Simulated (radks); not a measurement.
Problem. The mean radii <r> (bohr) of the occupied orbitals of an atom or ion are listed with their occupations. Calculated with a radial shooting solver on a logarithmic mesh with Libxc functionals: Dirac Kohn-Sham, LDA (Slater exchange, Perdew-Wang correlation), spin-unpolarised, spherical densities, finite nucleus; Fermi nuclear charge, rms radius of each element as measured or else 0.836 A^(1/3) + 0.57 fm.

| orbital | occ. | <r> |
|---|---|---|
| 1s1/2 | 2 | 0.06973 |
| 2s1/2 | 2 | 0.3257 |
| 2p1/2 | 2 | 0.2885 |
| 2p3/2 | 4 | 0.2912 |
| 3s1/2 | 2 | 1.009 |
| 3p1/2 | 2 | 1.082 |
| 3p3/2 | 4 | 1.090 |
| 3d3/2 | 2 | 1.516 |
| 4s1/2 | 1 | 3.159 |

Name the element and its charge. Open shells, if any, fill j = l - 1/2 first.

Solution. Z = 22, titanium, charge +1: Ti+ in [Ar] 3d2 4s1. The 1s radius gives Z: for a bare nucleus <r> = (2 gamma + 1)/(2Z) with gamma = sqrt(1 - (Z/c)^2), 0.06759 bohr for Z = 22, and screening makes it slightly larger (0.06973 here). The occupations add up to 21, and the charge is Z minus that.
